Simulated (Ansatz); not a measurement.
`[SiH3]C(Cl)I` + `N[SiH2]F` → `F[SiH2]N[SiH3]` + `ClCI`  (ligand exchange at the Si–C bond)

Gas-phase electronic energies from Ansatz, PBE0-D4/def2-TZVP geometries. CCSD(T)/CBS is the MP2 limit (def2-TZVPP, def2-QZVPP) plus CCSD(T) − MP2 in def2-TZVPP, frozen cores. This one scheme is used for every species. Functionals use def2-TZVPP. Elements past krypton have def2 core potentials. For I outer-core shells are correlated without core-valence functions, which leaves a few kJ/mol of doubt a bond. Each species was taken in one conformer, which may not be the lowest.

```
           level  ΔE (kcal/mol)
         r2SCANh          -13.4
CCSD(T)/def2-SVP          -13.2
```

Problem. What does CCSD(T)/CBS give? (An estimate is asked.)

Solution. Computed: -12.7 kcal/mol. The listed levels differ from it by -0.7, -0.5 kcal/mol.

Largest T1 diagnostic among the species: 0.011.

In def2-TZVPP, CCSD(T) changes the Hartree–Fock value by +4.3 kcal/mol (the triples alone add +0.8 kcal/mol) and MP2 by +4.8 kcal/mol. From BLYP to BHLYP (50 % exact exchange), in def2-TZVPP and without D4, ΔE moves by −1.7 kcal/mol.
